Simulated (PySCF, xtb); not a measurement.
C₃H₈BNO, SMILES [C@H]1(B(OC1)N)C.

Coordinates come from a TPSSh-D3(BJ)/def2-SVP optimisation. The structure was generated by enumeration; whether it is a known compound was not checked. The values are those of a single conformer.

Calculation: C-PCM-M06-2X/def2-SVP (PySCF 2.14.0).

The values are the electrostatic part of the solvation free energy, E(continuum) − E(gas) at the gas-phase geometry, in a cavity of scaled van der Waals radii (PySCF's table); cavitation and dispersion terms are not included. In vacuum the orbital gap is 11.07 eV. The dipole moment in vacuum is 1.83 D.

**Question.** Estimate the values in water (ε = 78.36), chlorobenzene (ε = 5.70), ethanol (ε = 24.85). (The exact figures need the calculation; the answer reports its results.)

**Answer.** 
```tsv
solvent	ε	ΔG(elec) (kcal/mol)	dipole (D)	gap (eV)
water	78.36	-5.2	2.26	11.20
chlorobenzene	5.70	-4.2	2.18	11.19
ethanol	24.85	-5.0	2.25	11.20
```

For comparison, GFN2-xTB/ALPB(water) (xtb, at the GFN2-xTB geometry, all terms of that model) gives -4.1 kcal/mol.
